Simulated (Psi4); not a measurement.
A run for Psi4: SAPT0/aug-cc-pVDZ on GeH4N2 (a complex), monomers drawn apart or pushed together.

```
memory 1800 MB

molecule dimer {
0 1
N    -0.44036939    0.51231994    0.14198750
N    -0.11509484    1.18972059   -0.64869821
--
0 1
Ge    0.24790891   -0.76532909    4.97137281
H     1.47227690   -0.15722223    4.27138843
H     0.58140688   -1.01831800    6.44994966
H    -0.12306813   -2.09245255    4.29522363
H    -0.93340861    0.21061137    4.87407797
units angstrom
symmetry c1
no_reorient
no_com
}

set {
  basis aug-cc-pVDZ
  scf_type df
  freeze_core true
}

energy('sapt0')
```

Output:

```
[...]
==> Input File <==

--------------------------------------------------------------------------
memory 1800 MB

molecule dimer {
0 1
N    -0.44036939    0.51231994    0.14198750
N    -0.11509484    1.18972059   -0.64869821
--
0 1
Ge    0.24790891   -0.76532909    4.97137281
H     1.47227690   -0.15722223    4.27138843
H     0.58140688   -1.01831800    6.44994966
H    -0.12306813   -2.09245255    4.29522363
H    -0.93340861    0.21061137    4.87407797
units angstrom
symmetry c1
no_reorient
no_com
}

set {
  basis aug-cc-pVDZ
  scf_type df
  freeze_core true
}

energy('sapt0')
--------------------------------------------------------------------------


   => Loading Basis Set <=

    Name: AUG-CC-PVDZ
    Role: ORBITAL
    Keyword: BASIS
    atoms 1-2 entry N          line   218 file aug-cc-pvdz.gbs
    atoms 3   entry GE         line  2999 file aug-cc-pvdz.gbs
    atoms 4-7 entry H          line    40 file aug-cc-pvdz.gbs

   => Loading Basis Set <=

    Name: AUG-CC-PVDZ
    Role: ORBITAL
    Keyword: BASIS
    atoms 1-2 entry N          line   218 file aug-cc-pvdz.gbs
    atoms 3   entry GE         line  2999 file aug-cc-pvdz.gbs
    atoms 4-7 entry H          line    40 file aug-cc-pvdz.gbs


  //>>>>>>>>>>>>>>>>>>>>>>>>>>>>>>>>>>>//
  //              Dimer HF             //
  //<<<<<<<<<<<<<<<<<<<<<<<<<<<<<<<<<<<//

   => Libint2 <=

    Primary   basis highest AM E, G, H:  7, 6, 3
    Auxiliary basis highest AM E, G, H:  7, 7, 4
    Onebody   basis highest AM E, G, H:  -, -, -
    Solid Harmonics ordering:            Gaussian


   => Loading Basis Set <=

    Name: AUG-CC-PVDZ
    Role: ORBITAL
    Keyword: BASIS
    atoms 1-2 entry N          line   218 file aug-cc-pvdz.gbs
    atoms 3   entry GE         line  2999 file aug-cc-pvdz.gbs
    atoms 4-7 entry H          line    40 file aug-cc-pvdz.gbs


         ---------------------------------------------------------
                                   SCF
               by Justin Turney, Rob Parrish, Andy Simmonett
                          and Daniel G. A. Smith
                              RHF Reference
                        1 Threads,   1716 MiB Core
         ---------------------------------------------------------

  ==> Geometry <==

    Molecular point group: c1
    Full point group: C1

    Geometry (in Angstrom), charge = 0, multiplicity = 1:

       Center              X                  Y                   Z               Mass
    ------------   -----------------  -----------------  -----------------  -----------------
         N           -0.440369390000     0.512319940000     0.141987500000    14.003074004430
         N           -0.115094840000     1.189720590000    -0.648698210000    14.003074004430
         GE           0.247908910000    -0.765329090000     4.971372810000    73.921177761000
         H            1.472276900000    -0.157222230000     4.271388430000     1.007825032230
         H            0.581406880000    -1.018318000000     6.449949660000     1.007825032230
         H           -0.123068130000    -2.092452550000     4.295223630000     1.007825032230
         H           -0.933408610000     0.210611370000     4.874077970000     1.007825032230

  Running in c1 symmetry.

  Rotational constants: A =      0.57651  B =      0.00845  C =      0.00837 [cm^-1]
  Rotational constants: A =  17283.32135  B =    253.34380  C =    250.90805 [MHz]
  Nuclear repulsion =  117.900431131202765

  Charge       = 0
  Multiplicity = 1
  Electrons    = 50
  Nalpha       = 25
  Nbeta        = 25

  ==> Algorithm <==

  SCF Algorithm Type is DF.
  DIIS enabled.
  MOM disabled.
  Fractional occupation disabled.
  Guess Type is SAD.
  Energy threshold   = 1.00e-08
  Density threshold  = 1.00e-08
  Integral threshold = 1.00e-12

  ==> Primary Basis <==

  Basis Set: AUG-CC-PVDZ
    Blend: AUG-CC-PVDZ
    Number of shells: 52
    Number of basis functions: 118
    Number of Cartesian functions: 125
    Spherical Harmonics?: true
    Max angular momentum: 2

   => Loading Basis Set <=

    Name: (AUG-CC-PVDZ AUX)
    Role: JKFIT
    Keyword: DF_BASIS_SCF
    atoms 1-2 entry N          line   212 file aug-cc-pvdz-jkfit.gbs
    atoms 3   entry GE         line  1047 file aug-cc-pvdz-jkfit.gbs
    atoms 4-7 entry H          line    70 file aug-cc-pvdz-jkfit.gbs

  ==> Integral Setup <==

  DFHelper Memory: AOs need 0.052 GiB; user supplied 1.257 GiB.
  SCF_SUBTYPE=INCORE selected. In-core MEM_DF algorithm will be used.
  Using in-core AOs.

  ==> MemDFJK: Density-Fitted J/K Matrices <==

    J tasked:                   Yes
    K tasked:                   Yes
    wK tasked:                   No
    OpenMP threads:               1
    Algorithm:                 Core
    Schwarz Cutoff:           1E-12
    Mask sparsity (%):       6.3918
    Fitting Condition:        1E-10

   => Auxiliary Basis Set <=

  Basis Set: (AUG-CC-PVDZ AUX)
    Blend: AUG-CC-PVDZ-JKFIT
    Number of shells: 156
    Number of basis functions: 494
    Number of Cartesian fu
[...]
3.142849
     103A      3.158552   104A      3.176368   105A      3.538690
     106A      3.545424   107A      3.558173   108A      3.561063
     109A      3.746044   110A      4.116575   111A      4.121692
     112A      4.128285   113A      4.462020   114A      5.073070
     115A      5.078097   116A      7.451160   117A     24.981014
     118A     25.567762

    Final Occupation by Irrep:
              A
    DOCC [    18 ]
    NA   [    18 ]
    NB   [    18 ]

  @DF-RHF Final Energy: -2077.11548192032797

   => Energetics <=

    Nuclear Repulsion Energy =             45.3721838501927834
    One-Electron Energy =               -2986.3292950857376127
    Two-Electron Energy =                 863.8416293152168919
    Total Energy =                      -2077.1154819203279658

Computation Completed


Properties will be evaluated at   0.000000,   0.000000,   0.000000 [a0]

Properties computed using the SCF density matrix


 Multipole Moments:

 ------------------------------------------------------------------------------------
     Multipole            Electronic (a.u.)      Nuclear  (a.u.)        Total (a.u.)
 ------------------------------------------------------------------------------------

 L = 1.  Multiply by 2.5417464519 to convert [e a0] to [Debye]
 Dipole X            :        -16.8783231           16.8758064           -0.0025167
 Dipole Y            :         52.0562072          -52.0580096           -0.0018023
 Dipole Z            :       -338.2153256          338.2129200           -0.0024056
 Magnitude           :                                                    0.0039203

 ------------------------------------------------------------------------------------

  Constructing Basis Sets for SAPT...

   => Loading Basis Set <=

    Name: (AUG-CC-PVDZ AUX)
    Role: RIFIT
    Keyword: DF_BASIS_SAPT
    atoms 1-2 entry N          line   158 file aug-cc-pvdz-ri.gbs
    atoms 3   entry GE         line   760 file aug-cc-pvdz-ri.gbs
    atoms 4-7 entry H          line    30 file aug-cc-pvdz-ri.gbs

   => Loading Basis Set <=

    Name: (AUG-CC-PVDZ AUX)
    Role: JKFIT
    Keyword: DF_BASIS_ELST
    atoms 1-2 entry N          line   212 file aug-cc-pvdz-jkfit.gbs
    atoms 3   entry GE         line  1047 file aug-cc-pvdz-jkfit.gbs
    atoms 4-7 entry H          line    70 file aug-cc-pvdz-jkfit.gbs


  //>>>>>>>>>>>>>>>>>>>>>>>>>>>>>>>>>>>//
  //               SAPT0               //
  //<<<<<<<<<<<<<<<<<<<<<<<<<<<<<<<<<<<//



        SAPT0
    Ed Hohenstein
     6 June 2009

      Orbital Information
  --------------------------
    NSO        =       118
    NMO        =       118
    NRI        =       366
    NRI (Elst) =       494
    NOCC A     =         7
    NOCC B     =        18
    FOCC A     =         2
    FOCC B     =         9
    NVIR A     =       111
    NVIR B     =       100

    Elst10,r            =    -0.000039421266 [Eh]
    Exch10              =     0.000010632986 [Eh]
    Exch10 (S^2)        =     0.000010632829 [Eh]

    Maxiter = 50
    CPHF R converge = 1.000000E-08

    Iter     Energy [mEh]          dE [mEh]         Residual      Time [s]
       1      -0.00075613       0.000756133     3.163046e-04             0
       2      -0.00074341      -0.000012719     7.460401e-05             0
       3      -0.00083342       0.000090011     1.435205e-05             0
       4      -0.00082932      -0.000004108     5.472528e-06             0
       5      -0.00082863      -0.000000685     1.974708e-06             0
       6      -0.00082931       0.000000676     5.075562e-07             0
       7      -0.00082920      -0.000000110     2.526246e-07             0
       8      -0.00082919      -0.000000003     8.486272e-08             0
       9      -0.00082921       0.000000017     2.217959e-08             0
      10      -0.00082921      -0.000000004     4.249596e-09             0

    CHF Iterations converged

    Maxiter = 50
    CPHF R converge = 1.000000E-08

    Iter     Energy [mEh]          dE [mEh]         Residual      Time [s]
       1      -0.00150938       0.001509382     1.286957e-04             0
       2      -0.00172313       0.000213751     2.325141e-05             0
       3      -0.00172312      -0.000000010     6.761162e-06             0
       4      -0.00172008      -0.000003045     1.299499e-06             0
       5      -0.00172004      -0.000000040     2.499702e-07             0
       6      -0.00172020       0.000000163     4.495668e-08             0
       7      -0.00172017      -0.000000028     6.982157e-09             0

    CHF Iterations converged

    Ind20,r (A<-B)      =    -0.000000829208 [Eh]
    Ind20,r (B<-A)      =    -0.000001720173 [Eh]
    Ind20,r             =    -0.000002549381 [Eh]
    Exch-Ind20,r (A<-B) =     0.000000302370 [Eh]
    Exch-Ind20,r (B<-A) =     0.000001071406 [Eh]
    Exch-Ind20,r        =     0.000001373777 [Eh]
    Disp20              =    -0.000222312596 [Eh]
    Disp20 (SS)         =    -0.000111156298 [Eh]
    Disp20 (OS)         =    -0.000111156298 [Eh]
    Exch-Disp20         =     0.000001335817 [Eh]
    Exch-Disp20 (SS)    =     0.000000937850 [Eh]
    Exch-Disp20 (OS)    =     0.000000397968 [Eh]

    SAPT Results
  --------------------------------------------------------------------------------------------------------
    Electrostatics                 -0.03942127 [mEh]      -0.02473722 [kcal/mol]      -0.10350052 [kJ/mol]
      Elst10,r                     -0.03942127 [mEh]      -0.02473722 [kcal/mol]      -0.10350052 [kJ/mol]

    Exchange                        0.01063299 [mEh]       0.00667230 [kcal/mol]       0.02791690 [kJ/mol]
      Exch10                        0.01063299 [mEh]       0.00667230 [kcal/mol]       0.02791690 [kJ/mol]
      Exch10(S^2)                   0.01063283 [mEh]       0.00667220 [kcal/mol]       0.02791649 [kJ/mol]

    Induction                      -0.00184808 [mEh]      -0.00115969 [kcal/mol]      -0.00485213 [kJ/mol]
      Ind20,r                      -0.00254938 [mEh]      -0.00159976 [kcal/mol]      -0.00669340 [kJ/mol]
      Exch-Ind20,r                  0.00137378 [mEh]       0.00086206 [kcal/mol]       0.00360685 [kJ/mol]
      delta HF,r (2)               -0.00067248 [mEh]      -0.00042198 [kcal/mol]      -0.00176559 [kJ/mol]

    Dispersion                     -0.22097678 [mEh]      -0.13866502 [kcal/mol]      -0.58017445 [kJ/mol]
      Disp20                       -0.22231260 [mEh]      -0.13950326 [kcal/mol]      -0.58368164 [kJ/mol]
      Exch-Disp20                   0.00133582 [mEh]       0.00083824 [kcal/mol]       0.00350719 [kJ/mol]
      Disp20 (SS)                  -0.11115630 [mEh]      -0.06975163 [kcal/mol]      -0.29184082 [kJ/mol]
      Disp20 (OS)                  -0.11115630 [mEh]      -0.06975163 [kcal/mol]      -0.29184082 [kJ/mol]
      Exch-Disp20 (SS)              0.00093785 [mEh]       0.00058851 [kcal/mol]       0.00246232 [kJ/mol]
      Exch-Disp20 (OS)              0.00039797 [mEh]       0.00024973 [kcal/mol]       0.00104486 [kJ/mol]

  Total HF                         -0.03063636 [mEh]      -0.01922461 [kcal/mol]      -0.08043575 [kJ/mol]
  Total SAPT0                      -0.25161314 [mEh]      -0.15788963 [kcal/mol]      -0.66061020 [kJ/mol]

  Special recipe for scaled SAPT0 (see Manual):
    Electrostatics sSAPT0          -0.03942127 [mEh]      -0.02473722 [kcal/mol]      -0.10350052 [kJ/mol]
    Exchange sSAPT0                 0.01063299 [mEh]       0.00667230 [kcal/mol]       0.02791690 [kJ/mol]
    Induction sSAPT0               -0.00184802 [mEh]      -0.00115965 [kcal/mol]      -0.00485197 [kJ/mol]
    Dispersion sSAPT0              -0.22097672 [mEh]      -0.13866498 [kcal/mol]      -0.58017430 [kJ/mol]
  Total sSAPT0                     -0.25161302 [mEh]      -0.15788955 [kcal/mol]      -0.66060989 [kJ/mol]
  --------------------------------------------------------------------------------------------------------



*** Psi4 exiting successfully. Buy a developer a beer!
```

The run finished.

Cost: around 7 core-seconds (rough).
